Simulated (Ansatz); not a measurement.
Method: B3LYP-D3(BJ)/def2-SVP run with Ansatz (a first-principles code). No frequencies were computed at this level.

Ansatz 0.2 input:
```yaml
crystal:
  periodic: [false, false, false]
  atoms:
    - { symbol: F, position_ang: [-2.215014, 1.322979, -0.083824] }
    - { symbol: C, position_ang: [-1.101297, 0.568247, -0.04125] }
    - { symbol: C, position_ang: [0.14163, 1.176849, -0.000658] }
    - { symbol: C, position_ang: [1.252986, 0.351073, 0.042173] }
    - { symbol: C, position_ang: [1.058298, -1.023106, 0.041916] }
    - { symbol: N, position_ang: [-0.135164, -1.589839, 0.002856] }
    - { symbol: C, position_ang: [-1.202532, -0.81505, -0.038193] }
    - { symbol: H, position_ang: [0.223499, 2.252933, -0.002928] }
    - { symbol: H, position_ang: [2.247232, 0.768043, 0.074974] }
    - { symbol: H, position_ang: [1.895525, -1.706536, 0.074471] }
    - { symbol: H, position_ang: [-2.165166, -1.30559, -0.069538] }
basis:
  gaussian: { orbitals: def2-svp }
hamiltonian:
  xc: b3lyp
  dispersion: d3bj
relax:
  max_steps: 150
```

Output:

```
Functional definition: B3LYP
1364 factors; integrals over basis functions are off by at most 3.3e-4 eV
mean field evaluation 1: about -9443.4774 eV, gradient 4.8e1 eV
mean field evaluation 2: about -9441.5649 eV, gradient 5.7e1 eV
mean field evaluation 4: about -9449.3640 eV, gradient 3.5e0 eV
mean field evaluation 8: about -9449.4477 eV, gradient 1.6e-1 eV
mean field evaluation 16: about -9449.4478 eV, gradient 8.7e-5 eV
mean field -9449.44779001 eV, -347.2608012171 hartree, gradient 8.7e-5 eV, S^2 0.000000; 0 other end points of the search recorded, 0 dependent functions left out
reference -9449.44800501 eV, -347.2608091183 hartree; 25, 25 occupied and 93, 93 virtual orbitals, 1364 factors
relax step   1: F+E_penalty+E_count = -9449.92459462 eV  Δ(F+E_penalty+E_count) = +0.000e0 eV  max|allowed force component| = 6.378e-1 eV/Å  Δτ_max = 0.0000 Å  (29 SCF iters, accepted)
these checks for a lower state are left out or cut short: starts, cluster_reference, orbital_swaps, neighbouring_geometries, increment
1364 factors; integrals over basis functions are off by at most 3.5e-4 eV
mean field -9449.48595509 eV, -347.2622037579 hartree, gradient 9.0e-6 eV, S^2 0.000000; 0 other end points of the search recorded, 0 dependent functions left out
reference -9449.48617200 eV, -347.2622117291 hartree; 25, 25 occupied and 93, 93 virtual orbitals, 1364 factors
relax step   2: F+E_penalty+E_count = -9449.96149494 eV  Δ(F+E_penalty+E_count) = -3.690e-2 eV  max|allowed force component| = 2.257e-1 eV/Å  Δτ_max = 0.0264 Å  (34 SCF iters, accepted)
these checks for a lower state are left out or cut short: starts, cluster_reference, orbital_swaps, neighbouring_geometries, increment
1364 factors; integrals over basis functions are off by at most 3.6e-4 eV
mean field evaluation 32: about -9449.4899 eV, gradient 9.3e-6 eV
mean field -9449.48990125 eV, -347.2623487768 hartree, gradient 9.2e-6 eV, S^2 0.000000; 0 other end points of the search recorded, 0 dependent functions left out
reference -9449.49011882 eV, -347.2623567724 hartree; 25, 25 occupied and 93, 93 virtual orbitals, 1364 factors
relax step   3: F+E_penalty+E_count = -9449.96499720 eV  Δ(F+E_penalty+E_count) = -3.502e-3 eV  max|allowed force component| = 5.507e-2 eV/Å  Δτ_max = 0.0120 Å  (34 SCF iters, accepted)
these checks for a lower state are left out or cut short: starts, cluster_reference, orbital_swaps, neighbouring_geometries, increment
1364 factors; integrals over basis functions are off by at most 3.6e-4 eV
mean field -9449.49005753 eV, -347.2623545200 hartree, gradient 1.7e-5 eV, S^2 0.000000; 0 other end points of the search recorded, 0 dependent functions left out
reference -9449.49027510 eV, -347.2623625155 hartree; 25, 25 occupied and 93, 93 virtual orbitals, 1364 factors
relax step   4: F+E_penalty+E_count = -9449.96516193 eV  Δ(F+E_penalty+E_count) = -1.647e-4 eV  max|allowed force component| = 2.536e-2 eV/Å  Δτ_max = 0.0029 Å  (26 SCF iters, accepted)
these checks for a lower state are left out or cut short: starts, cluster_reference, orbital_swaps, neighbouring_geometries, increment
1364 factors; integrals over basis functions are off by at most 3.6e-4 eV
mean field -9449.49006890 eV, -347.2623549378 hartree, gradient 1.1e-5 eV, S^2 0.000000; 0 other end points of the search recorded, 0 dependent functions left out
reference -9449.49028644 eV, -347.2623629320 hartree; 25, 25 occupied and 93, 93 virtual orbitals, 1364 factors
relax step   5: F+E_penalty+E_count = -9449.96519620 eV  Δ(F+E_penalty+E_count) = -3.427e-5 eV  max|allowed force component| = 6.040e-3 eV/Å  Δτ_max = 0.0021 Å  (26 SCF iters, accepted)
1364 factors; integrals over basis functions are off by at most 3.6e-4 eV
mean field evaluation 64: about -9449.4901 eV, gradient 2.2e-4 eV
mean field -9449.49006890 eV, -347.2623549378 hartree, gradient 1.1e-5 eV, S^2 0.000000; 1 other end points of the search recorded, 0 dependent functions left out
reference -9449.49028644 eV, -347.2623629320 hartree; 25, 25 occupied and 93, 93 virtual orbitals, 1364 factors
Total energy: -9449.96541373 eV, -347.2798235381 hartree
Atom 0 at    -2.220329     1.315375    -0.083973 Å, force     0.002338    -0.000456     0.000084 eV/Å
Atom 1 at    -1.109079     0.572003    -0.041540 Å, force    -0.006040     0.003820    -0.000230 eV/Å
Atom 2 at     0.139451     1.183254    -0.000765 Å, force    -0.001475    -0.002318    -0.000041 eV/Å
Atom 3 at     1.258631     0.350173     0.042374 Å, force     0.002446    -0.002132     0.000096 eV/Å
Atom 4 at     1.068784    -1.035943     0.042344 Å, force    -0.001284     0.002421    -0.000056 eV/Å
Atom 5 at    -0.137349    -1.607808     0.002865 Å, force    -0.000412    -0.002567    -0.000002 eV/Å
Atom 6 at    -1.211589    -0.820813    -0.038482 Å, force     0.002647     0.002170     0.000082 eV/Å
Atom 7 at     0.216520     2.272348    -0.003265 Å, force     0.000850    -0.000258     0.000031 eV/Å
Atom 8 at     2.265882     0.770906     0.075613 Å, force    -0.000431     0.000167    -0.000016 eV/Å
Atom 9 at     1.931027    -1.710821     0.075734 Å, force     0.000967     0.000417     0.000032 eV/Å
Atom 10 at    -2.201952    -1.288671    -0.070906 Å, force     0.000395    -0.001264     0.000020 eV/Å
Dipole moment:     0.278504     0.294961     0.008339 e Å
```

Cost: very roughly 27 core-seconds.
